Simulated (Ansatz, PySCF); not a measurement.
CF3, SMILES F[C](F)F, multiplicity 2. Atoms are numbered in the order given.

```xyz
4

F     -1.0899    -0.6293    -0.0748
C      0.0000     0.0000     0.3274
F      1.0899    -0.6293    -0.0748
F      0.0000     1.2586    -0.0748
```
Charge 0, spin multiplicity 2.

Coordinates come from a r2SCAN-D4/def2-TZVP optimisation. The isomer is the one that the SMILES or the coordinates give; other isomers of the formula were not compared.

Two levels are set side by side: PBE-D3(BJ)/def2-TZVP (Ansatz, an electronic-structure program) and r2SCAN-D4/def2-TZVP (Ansatz). Each level has its own optimised geometry; the coordinates shown are those of the second. Frequencies come from the Hessian of PySCF at each geometry. Differences are taken from unrounded values.

```tsv
quantity	r2SCAN-D4
mean bond length (Å)	1.321
bond F1–C2 (Å)	1.321
bond C2–F3 (Å)	1.321
bond C2–F4 (Å)	1.321
highest harmonic wavenumber (cm⁻¹)	1235
mean harmonic wavenumber (cm⁻¹)	876
zero-point energy (kcal/mol)	7.52
```

Question: What does PBE-D3(BJ) give, and how far is it from r2SCAN-D4? (The exact figures need the calculation; the answer reports its results.)

Answer: 
| quantity | PBE-D3(BJ) | PBE-D3(BJ) minus r2SCAN-D4 |
|---|---|---|
| mean bond length (Å) | 1.332 | 0.011 |
| bond F1–C2 (Å) | 1.332 | 0.011 |
| bond C2–F3 (Å) | 1.332 | 0.011 |
| bond C2–F4 (Å) | 1.332 | 0.011 |
| highest harmonic wavenumber (cm⁻¹) | 1189 | -46 |
| mean harmonic wavenumber (cm⁻¹) | 843 | -33 |
| zero-point energy (kcal/mol) | 7.23 | -0.29 |
